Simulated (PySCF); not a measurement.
UHF on Bi (bismuth, neutral)

Configuration: [Xe] 4f14 5d10 6s2 6p3, high-spin 4S determinant. Computed with PySCF 2.14 in x2c-TZVPPall (11s7p6d3f, 83 functions), with scalar relativity by spin-free X2C-1e.

| Item | Value |
| --- | --- |
| Total energy | -21529.183534 hartree |
| One-electron energy | -29440.0369 hartree |
| Hartree (Coulomb) energy | 8308.6110 hartree |
| Exchange energy | -397.7577 hartree |
| ⟨S²⟩ | 3.7567 |
| ⟨L²⟩ | 0.000 |
| Sum of ⟨r⟩ | 50.12 bohr |
| Sum of ⟨r²⟩ | 74.40 bohr² |
| Langevin diamagnetic susceptibility | -58.9 ×10⁻⁶ cm³/mol |

```
shell  electrons  mean orbital energy (eV)  rms radius, mean of both spins (bohr)
 1s α          1                  -91034.0                                 0.0178
 1s β          1                  -91033.9                                 0.0178
 2s α          1                  -16513.2                                 0.0718
 2s β          1                  -16513.2                                 0.0718
 2p α          3                  -14199.6                                 0.0664
 2p β          3                  -14199.6                                 0.0664
 3s α          1                   -4059.1                                  0.183
 3s β          1                   -4059.1                                  0.183
 3p α          3                   -3385.1                                  0.186
 3p β          3                   -3385.0                                  0.186
 3d α          5                   -2670.3                                  0.170
 3d β          5                   -2670.2                                  0.170
 4s α          1                   -971.44                                  0.401
 4s β          1                   -971.33                                  0.401
 4p α          3                   -745.94                                  0.427
 4p β          3                   -745.79                                  0.427
 4d α          5                   -475.25                                  0.452
 4d β          5                   -475.20                                  0.452
 5s α          1                   -181.72                                  0.890
 5s β          1                   -181.42                                  0.890
 4f α          7                   -179.01                                  0.480
 4f β          7                   -178.96                                  0.480
 5p α          3                   -115.56                                   1.01
 5p β          3                   -115.29                                   1.01
 5d α          5                   -35.796                                   1.32
 5d β          5                   -35.418                                   1.32
 6s α          1                   -21.209                                   2.39
 6s β          1                   -15.689                                   2.39
 6p α          3                    -8.691                                   3.19
```

Spin-orbit coupling, which splits the p, d and f shells strongly at this Z, is absent. Spin-orbit coupling is strong in this species (close to jj coupling), so the high-spin LS determinant is a model state, not a physical level.

Densities and radii are taken from the X2C orbitals without a picture-change correction, which distorts them close to the nucleus.

Spin-orbit constants ζ (cm⁻¹) from the X2C one-electron operator on these orbitals: bare nucleus, nucleus screened by l(l+1)(2l+1)/3 electrons, and screened by the Breit-Pauli mean field of the electrons.

| shell | bare | screened nucleus | mean field |
| --- | --- | --- | --- |
| 2p | 11390000 | 11120000 | n/a |
| 3p | 2586000 | 2524000 | n/a |
| 3d | 396600 | 348800 | n/a |
| 4p | 628800 | 613600 | n/a |
| 4d | 88210 | 77580 | n/a |
| 4f | 18700 | 12390 | n/a |
| 5p | 113400 | 110700 | n/a |
| 5d | 10510 | 9240 | n/a |
| 6p | 8873 | 8659 | n/a |
